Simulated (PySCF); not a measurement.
## Polarisability and C₆ of Yb³⁺ (ytterbium, charge +3)

[Xe] 4f13, 2F determinant. Calculation: PySCF 2.14, in ANO-RCC-VTZP (8s7p5d3f2g1h, 104 functions); scalar relativity by spin-free X2C-1e. Coupled (time-dependent) response in atomic units; α is the mean over directions. The basis has no added diffuse functions, which lowers α and C₆.

```csv
method,mean α (bohr³),"α xx, yy, zz",C₆ (like pair),S(−4)
UHF,4.172,"4.123, 4.123, 4.268",21.23,2.819
```

S(−4) is the Cauchy moment in α(ω) = α(0) + S(−4) ω² + …

Spin-orbit coupling is absent.

α(iu) at UHF:

```
u (hartree)  α(iu) (bohr³)
          0          4.172
     0.0500          4.165
      0.100          4.144
      0.200          4.066
      0.300          3.950
      0.500          3.653
      0.750          3.242
       1.00          2.844
       1.50          2.174
       2.00          1.689
       3.00          1.098
       5.00         0.5779
```

A single London oscillator, α(iu) = α/(1 + u²/ω²), gives C₆ = (3/4) ω α². Matching the computed C₆ needs ω = 4 × 21.23 / (3 × 4.172²) = 1.63 hartree.

For an ion, C₆ is the dispersion term alone; charge-induced terms of lower order in 1/R come first.

The components differ because the open shell of this determinant is not spherical; for a pure term their mean is the scalar polarisability.

Spin-orbit coupling, absent here, splits the open shell strongly.
